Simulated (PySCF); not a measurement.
**[Eu(SH)4]− at several levels of theory**

Computed with PySCF 2.14.0 (density fitting, no spin-orbit coupling) at the geometry relaxed with PBE0:

```xyz
9
[Eu(SH)4]− (singlet in the valence; each metal's 4f electrons, 6 of them, lie in its core potential, out of spins and levels)
Eu    0.0000    0.0000    0.0017
S     1.4713    1.5967    1.5902
H     1.8255    0.5060    2.3121
S    -1.4713   -1.5967    1.5902
H    -1.8255   -0.5060    2.3121
S     1.5938   -1.4739   -1.5872
H     0.5025   -1.8241   -2.3103
S    -1.5938    1.4739   -1.5872
H    -0.5025    1.8241   -2.3103
```

```tsv
level	basis	state	HOMO (eV)	gap (eV)	charge on Eu1 (e)	population of f-type functions on Eu1 (polarisation alone where 4f lies in the core)	dipole about the centre of mass (D)	largest force component (eV/Å)
PBE0	Eu lcecp-1-SVP with ECP52, S def2-SVP, H def2-SVP	singlet	-3.08	5.97	0.59	0.04	0.00	0.00
TPSSh	the same	singlet	-2.47	5.17	0.63	0.04	0.00	0.11
```

In the lcecp rows the 4f levels are missing from HOMO and gap, and the state counts the valence alone.

Charges are Mulliken's, which hang on the basis. The relaxation used the grid (50, 194), these runs (75, 302) or, all-electron (x2c bases, spin-free X2C Hamiltonian), (99, 590).

**Question.** What does revPBE with Eu lcecp-1-SVP with ECP52, S def2-SVP, H def2-SVP give here?

**Answer.** state singlet, HOMO (eV) -1.80, gap (eV) 4.18, charge on Eu1 (e) 0.48, population of f-type functions on Eu1 (polarisation alone where 4f lies in the core) 0.04, dipole about the centre of mass (D) 0.00, largest force component (eV/Å) 0.36. Time: 11 s on 2 threads of Arm Neoverse V1, with other jobs on the host, from an already converged density.

In the first row's basis the gap widens with exact exchange: 4.2 eV for revPBE (none); 5.2 to 6.0 eV for TPSSh, PBE0 (a fixed share).

An lcecp potential fixes the number of 4f electrons, so in runs with it no electron can move into or out of that shell.
